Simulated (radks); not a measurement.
Spin polarisation of the 2p5 shell in Mg3+. Start: [He] 2s2 2p(up 2.5, down 2.5); electrons of 2p are moved from spin down to spin up, other shells keep equal spins. All-electron calculation, non-relativistic Kohn-Sham, SCAN, spin-polarised, spherical densities, point nucleus; meta-GGA in the generalised Kohn-Sham scheme. Program: a radial shooting solver on a logarithmic mesh with Libxc functionals.

moment (Bohr magnetons),E - E(0) (eV),e(2p up) (eV),e(2p down) (eV),2s down minus up (eV),1s down minus up (eV)
0,0.000,-97.496,-97.496,0.000,0.000
0.25,-0.057,-97.960,-97.013,0.808,0.459
0.5,-0.231,-98.408,-96.513,1.618,0.910
0.75,-0.524,-98.839,-95.995,2.430,1.360
1,-0.942,-99.255,-95.456,3.246,1.816

At moment 1 the spin-polarisation energy is -0.942 eV and the 2p exchange splitting 3.798 eV, that is 3.798 eV per Bohr magneton; E = -I m^2/4 would give I = 3.767 eV.
